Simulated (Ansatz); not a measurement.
# Ansatz input wanted

The species is SbClF (3 atoms), meant as a quartet with charge 0. SMILES of the parent species: `[F][Sb][Cl]`. The shape is that of a PBE0-D4/def2-TZVP optimisation. That shape belongs to the parent species and isn't relaxed for this state.

```xyz
3

F    -0.8787    1.2318   -0.3476
Sb   -0.6009   -0.6583   -0.3672
Cl    1.4687   -0.6382    0.7015
```

Settings wanted:

- basis set: STO-3G
- core potential: none
- integral approximation: none
- task: energy
- method: CCSDT(Q)
- reference: UHF
- accuracy: high
- frozen core orbitals: 24

Problem. Write the Ansatz 0.2.0 input and the command.

Solution. This one ran through:

molecule.yaml:
```yaml
crystal:
  periodic: [false, false, false]
  atoms:
    - symbol: F
      position_ang: [-0.878700, 1.231800, -0.347600]
    - symbol: Sb
      position_ang: [-0.600900, -0.658300, -0.367200]
    - symbol: Cl
      position_ang: [1.468700, -0.638200, 0.701500]
basis:
  gaussian: {orbitals: STO-3G}
magnetization: {spin_polarized: true, initial_magnetization: 3}
correlation: {method: ccsdt_q, frozen_orbitals: {Cl: 5, F: 1, Sb: 18}}
accuracy: high
scf: {omitted_lower_state_checks: [cluster_reference, increment]}
```

```bash
$ ansatz run molecule.yaml --threads 1 --pin off --max-ram 2610MiB --events-out events.jsonl --progress --plain --runs-dir runs
```

Calculated total energy: -6803.87682 Eh. The T1 diagnostic is large. The run is non-relativistic. Without diffuse functions the anion is poorly described.
